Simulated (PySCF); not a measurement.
## From computed data to an observable: entropy of an ideal gas

Si(F)(Br)(Me)(OH) (CH₄BrFOSi), SMILES C[Si](O)(F)Br.

Coordinates come from a PBE0-D3(BJ)/def2-SVP optimisation. This is a generated structure with no PubChem entry under its InChIKey; it may be hypothetical. Other conformers were not sampled.

PBE0-D3(BJ)/def2-SVP (PySCF) gives the harmonic wavenumbers 127, 153, 183, 239, 242, 285, 331, 442, 719, 763, 789, 830, 916, 979, 1277, 1419, 1422, 3071, 3181, 3188, 3931 cm⁻¹ and the rotational temperatures 0.1744, 0.0719, 0.0703 K. The molar mass is 159.03 g/mol, the symmetry number 1, the spin multiplicity 1.

Problem. Work out the entropy at 298.15 K and 1 atm in the rigid-rotor, harmonic-oscillator model.

Solution. 
Translation (Sackur–Tetrode at 1 atm): S = R[1.5 ln M + 2.5 ln T − 1.16487] = 172.0 J/(mol K).
Rotation: q = (√π/σ) T^1.5/√(θA θB θC) = 307000, S = R[ln q + 3/2] = 117.5 J/(mol K).
Vibration: with u = 1.4388 ν/T, each mode gives R[u/(e^u − 1) − ln(1 − e^−u)]:
```csv
ν (cm⁻¹),modes,u,S (J/(mol K))
127,1,0.61,12.51
153,1,0.74,11.02
183,1,0.88,9.61
239,1,1.15,7.57
242,1,1.17,7.48
285,1,1.38,6.29
331,1,1.60,5.25
442,1,2.13,3.43
719,1,3.47,1.19
763,1,3.68,1.00
789,1,3.81,0.91
830,1,4.01,0.77
916,1,4.42,0.55
979,1,4.72,0.43
1277,1,6.16,0.13
1419,1,6.85,0.07
1422,1,6.86,0.07
```
The stiffer modes add less than 0.005 each. Sum 68.3 J/(mol K).
Spin: R ln 1 = 0.0 J/(mol K).
Total 357.8 J/(mol K); the program's own thermochemistry gives 357.8. Translation makes up 48 % and vibration 19 %. Anharmonicity, hindered rotation and orbital degeneracy are left out.
